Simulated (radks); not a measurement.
The numbers below are computed, except where a source is named.
All-electron atom: K2.4+ in [Ne] 3s(up 1, down 0.6) 3p5 (fractional occupations, a model configuration).

Code: a radial shooting solver on a logarithmic mesh with Libxc functionals. Model: non-relativistic Kohn-Sham, PBE, spin-polarised, spherical densities, point nucleus; open shells are filled with parallel spins first.

Energy parts (Ry):
total: -1195.05396
kinetic: 1193.88221
electron-nucleus: -2800.96804
Hartree: 476.74001
exchange-correlation: -64.70814

Orbitals (lengths in bohr, moments of r in powers of bohr; <r^-3> diverges for s and p1/2):
orbital,occ.,eigenvalue (Ry),<r^-3>
1s up,1,-259.9725,-
1s down,1,-259.9431,-
2s up,1,-28.05765,-
2s down,1,-28.03086,-
2p up,3,-22.88280,152.4
2p down,3,-22.84806,152.3
3s up,1,-4.65619,-
3s down,0.6,-4.51134,-
3p up,3,-3.40486,16.54
3p down,2,-3.26944,16.30

The highest occupied level is 3p down at -44.483 eV. Spin moment in Bohr magnetons: 1.4. Summed over all electrons, <r^2> = 14.34 bohr^2, which gives a Langevin (diamagnetic) susceptibility term of -11.4 x 10^-6 cm^3/mol. The density falls to 0.001 e/bohr^3 at r = 3.02 bohr.
